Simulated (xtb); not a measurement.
iminoborane (H2BN), singlet, at a GFN2-xTB geometry, atoms displaced at random by about 0.02 Å a coordinate. Base run: GFN2-xTB (xtb).

Here is a job for xtb.
```
$ xtb mol.xyz --gfn 2 --opt --json

# file mol.xyz
4

B      0.67960300     0.03128666    -0.01547598
N     -0.51868637    -0.02473353     0.01341750
H      1.84175276     0.06102744     0.05706700
H     -1.57169142    -0.02473910    -0.02935826
```

Each row names what was changed in the base input (with any setting that the change needs).

```csv
change,ΔE vs base (µEh),optimiser steps
base,0.0,10
opt level = tight,0.0,10
opt level = extreme,0.0,11
engine = lbfgs,-2.4,-
alpb = hexane,-2534,10
opt level = lax,17.2,8
opt level = vtight,0.0,11
engine = inertial,0.1,-
alpb = cs2,-2244,10
opt level = sloppy,94.0,4
```
